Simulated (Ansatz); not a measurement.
## Molecular dynamics of C$_{2}$H$_{8}$AlNSi

Input:

```yaml
crystal:
  periodic: [false, false, false]
  atoms:
    - { symbol: Al, position_ang: [-0.682849, -0.354276, 2.011845] }
    - { symbol: C, position_ang: [-0.207845, -1.790465, 0.818971] }
    - { symbol: "N", position_ang: [-0.3348, -0.444372, 0.105163] }
    - { symbol: C, position_ang: [0.405896, -0.091554, -0.920067] }
    - { symbol: Si, position_ang: [0.459162, 1.676118, -1.552471] }
    - { symbol: H, position_ang: [-2.132479, -0.264227, 2.374042] }
    - { symbol: H, position_ang: [0.388758, 0.478177, 2.646887] }
    - { symbol: H, position_ang: [0.736727, -2.303503, 0.57736] }
    - { symbol: H, position_ang: [-1.067824, -2.418607, 0.529068] }
    - { symbol: H, position_ang: [1.018991, -0.870266, -1.422566] }
    - { symbol: H, position_ang: [-0.413084, 2.495506, -0.746198] }
    - { symbol: H, position_ang: [1.818468, 2.161658, -1.474303] }
    - { symbol: H, position_ang: [0.03128, 1.691112, -2.93293] }
magnetization:
  spin_polarized: true
basis:
  gaussian: { orbitals: STO-3G }
hamiltonian:
  xc: b3lyp
  dispersion: d4
md:
  timestep: 1.0
  n_steps: 150
  ensemble: nve
  temperature: 500.0
  initial_velocities: maxwell_boltzmann
  seed: 208727
```

Run as:

```bash
$ ansatz run input.yaml --threads 1 --pin off --max-ram 2048MiB --backend cpu --events-out ev --progress --plain --runs-dir out
```

It starts from a relaxed structure.

Output, in part (step lines, the closing report, with atoms numbered from 0):

```
md step     0: t =     0.00 fs  T =   500.0 K  F+E_penalty+E_count = -17953.05736881 eV  E_kin = 0.710930 eV  conserved = -17952.34643882 eV  (25 SCF iters)
[... lines left out ...]
Total energy: -17952.81291238 eV, -659.7537056765 hartree
Atom 0 at    -0.649420    -0.343822     1.990613 Å, force    -1.723503     0.705539     1.144977 eV/Å
Atom 1 at    -0.207931    -1.750350     0.850620 Å, force    -0.616897    -1.026337    -1.138484 eV/Å
Atom 2 at    -0.369801    -0.419857     0.084380 Å, force     1.036266    -0.049190    -0.131804 eV/Å
Atom 3 at     0.367635    -0.094261    -0.961818 Å, force    -0.660442    -0.428065     1.449056 eV/Å
Atom 4 at     0.457159     1.645823    -1.526547 Å, force     0.791034     0.588896     0.131866 eV/Å
Atom 5 at    -2.157063    -0.250725     2.280615 Å, force     0.851566     0.111066    -0.003416 eV/Å
Atom 6 at     0.421195     0.393351     2.742911 Å, force    -0.046372     0.094623    -0.198155 eV/Å
Atom 7 at     0.763205    -2.240044     0.717343 Å, force     0.211684    -0.021556    -0.461049 eV/Å
Atom 8 at    -1.035463    -2.401056     0.472082 Å, force     0.459156     0.117211     0.556098 eV/Å
Atom 9 at     0.985553    -0.867691    -1.412919 Å, force     0.463872    -0.628449    -0.488996 eV/Å
Atom 10 at    -0.671802     2.341069    -0.989156 Å, force    -0.176403     0.314696     0.056830 eV/Å
Atom 11 at     1.735150     2.201609    -1.060718 Å, force    -0.556429    -0.089508    -0.195626 eV/Å
Atom 12 at     0.444359     1.571201    -2.943595 Å, force    -0.033532     0.311076    -0.721296 eV/Å
Dipole moment:     0.287879     0.134437    -0.487560 e Å
```

The steps, from the saved trajectory:

```csv
time (fs),T (K),potential energy less start (eV),conserved less start (meV/atom)
0.0,500,0.000,0.00
5.0,312,0.273,0.39
10.0,155,0.499,0.66
15.0,211,0.419,0.61
20.0,339,0.232,0.27
25.0,297,0.293,0.29
30.0,245,0.368,0.45
35.0,257,0.353,0.55
40.0,286,0.310,0.46
45.0,242,0.373,0.50
50.0,239,0.377,0.42
55.0,198,0.436,0.48
60.0,227,0.394,0.42
65.0,270,0.334,0.51
70.0,288,0.308,0.52
75.0,280,0.318,0.45
80.0,215,0.410,0.35
85.0,166,0.481,0.52
90.0,230,0.391,0.59
95.0,285,0.313,0.57
100.0,276,0.323,0.31
105.0,217,0.407,0.34
110.0,223,0.401,0.52
115.0,288,0.310,0.64
120.0,285,0.313,0.54
125.0,237,0.379,0.41
130.0,198,0.435,0.46
135.0,214,0.415,0.64
140.0,280,0.320,0.59
145.0,351,0.218,0.46
150.0,332,0.245,0.42
```

All steps were run. The conserved energy stayed within 0.93 meV per atom of its start (net change 0.42 meV per atom), so the integration is sound. The temperature averaged 0.49 of the 500 K drawn at the start: a run that starts near a minimum puts about half its kinetic energy into the potential. A run of 0.15 ps of so small a system gives no equilibrium averages. Limits of this set-up: minimal basis.

The same pairs are bonded in the first frame and the last. Pairs count as bonded within 1.25 times the sum of covalent radii (0.12 Å more for H–H).

Last frame:

```xyz
13
Properties=species:S:1:pos:R:3
Al -0.649 -0.344 1.991
C -0.208 -1.750 0.851
N -0.370 -0.420 0.084
C 0.368 -0.094 -0.962
Si 0.457 1.646 -1.526
H -2.157 -0.251 2.281
H 0.421 0.393 2.743
H 0.763 -2.240 0.717
H -1.036 -2.401 0.472
H 0.986 -0.868 -1.413
H -0.672 2.341 -0.989
H 1.735 2.202 -1.061
H 0.444 1.571 -2.944
```

Run time: 9.9 min on 1 thread of Arm Neoverse V2, with other jobs on the host, peak memory 0.15 GiB.
